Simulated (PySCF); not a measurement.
# Electronic structure of S (sulfur, neutral) at the r2SCAN level

Configuration: [Ne] 3s2 3p3 4s1, high-spin 5S determinant (an excited configuration). Computed with PySCF 2.14 in aug-cc-pwCVQZ, with no relativity, point nucleus.

```json
{
 "Total energy": "-397.8445 hartree",
 "One-electron energy": "-546.3681 hartree",
 "Hartree (Coulomb) energy": "173.9591 hartree",
 "Exchange-correlation energy": "-25.4355 hartree",
 "Kinetic energy": "397.43325 hartree",
 "⟨S²⟩": "6.0004",
 "⟨L²⟩": "0.000",
 "Sum of ⟨r⟩": "17.80 bohr",
 "Sum of ⟨r²⟩": "48.33 bohr²",
 "Density at the nucleus (Gaussians lack the cusp)": "2650 bohr⁻³",
 "Spin density at the nucleus": "1.06 bohr⁻³",
 "Langevin diamagnetic susceptibility": "-38.3 ×10⁻⁶ cm³/mol",
 "Time after the integrals": "3 s of wall time on 1 thread of Neoverse-V2 (shared host)"
}
```

| shell | electrons | mean orbital energy (hartree) | rms radius, mean of both spins (bohr) |
| --- | --- | --- | --- |
| 1s α | 1 | -88.81376 | 0.113 |
| 1s β | 1 | -88.79004 | 0.113 |
| 2s α | 1 | -8.11541 | 0.522 |
| 2s β | 1 | -8.10151 | 0.522 |
| 2p α | 3 | -6.06446 | 0.494 |
| 2p β | 3 | -6.03714 | 0.494 |
| 3s α | 1 | -0.88767 | 1.78 |
| 3s β | 1 | -0.71766 | 1.78 |
| 3p α | 3 | -0.47161 | 2.06 |
| 4s α | 1 | -0.06859 | 5.21 |

The outer electron is Rydberg-like, and this basis confines it to a smaller radius and binds it less than a complete one would.
